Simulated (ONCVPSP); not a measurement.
**What one change does to a pseudopotential (molybdenum, ONCV)**

molybdenum (Mo), optimised norm-conserving Vanderbilt (ONCV), made with ONCVPSP 4.0.1 (LDA (Perdew-Wang 92), scalar-relativistic). Core [Ar] 3d10, reference 4s2 4p6 4d5 5s1. Waves: 4s+5s: rc 1.70 bohr, ncon 4, nbas 9, qcut 8.8 1/bohr, 2 projectors; 4p: rc 2.00 bohr, ncon 4, nbas 7, qcut 5.7 1/bohr, 2 projectors, debl 2.2 Ha; 4d: rc 1.65 bohr, ncon 5, nbas 8, qcut 6.2 1/bohr, 1 projector; f scattering state at 0.4 Ha: rc 1.65 bohr, ncon 4, nbas 8, qcut 6.6 1/bohr, local. Local part: the f channel. Core correction: polynomial model core, fcfact 0.25.

Change: d: ncon 3, nbas 6.

Cutoffs: the cutoffs (Ha) at which the residual kinetic energy of the hardest occupied pseudo-wave falls to 1 and 0.1 mHa per electron; they do not see the model core or the augmentation charge, which bear on the density cutoff. Errors are all-electron minus pseudo energies relative to the spin-unpolarised reference configuration.

Question: Predict the effect on cutoff, ghosts and configuration errors.

Answer: The potential gets softer (23 Ha and 57 Ha → 23 Ha and 29 Ha); of the 4 tests that both files solve, the error grows in 2 and shrinks in 0 by more than 15 % and 0.3 meV (median size 1.1 → 2.2 meV); neither file shows a bound ghost.

```tsv
quantity	base	changed
cutoff, loose	23 Ha	23 Ha
cutoff, tight	57 Ha	29 Ha
loose cutoff by channel	s 23 Ha, p 12 Ha, d 19 Ha	s 23 Ha, p 12 Ha, d 17 Ha
bound ghosts	none	none
GHOST(+) flags under 300 eV	none	none
error for 4s2 4p6 4d5 5s0, meV [ΔE 7.18 eV]	-1.6	-1.5
error for 4s2 4p6 4d4 5s0, meV [ΔE 22.88 eV]	-2.0	-3.9
error for 4s2 4p6 4d3 5s0, meV [ΔE 49.84 eV]	+0.1	-3.0
error for 4s2 4p6 4d5 5s0.5, meV [ΔE 2.86 eV]	-0.6	-0.6
s: phases at 1.73 bohr within 0.05 rad from the reference energy up to (Ha; the scan ends near 5)	to the end of the scan	to the end of the scan
p: phases at 2.03 bohr within 0.05 rad from the reference energy up to (Ha; the scan ends near 5)	to the end of the scan	to the end of the scan
d: phases at 1.68 bohr within 0.05 rad from the reference energy up to (Ha; the scan ends near 5)	4.2	3.8
f: phases at 1.68 bohr within 0.05 rad from the reference energy up to (Ha; the scan ends near 5)	3.2	3.2
rms error of d²Exc/dni dnj with the model core, mHa	0.26	0.26
```
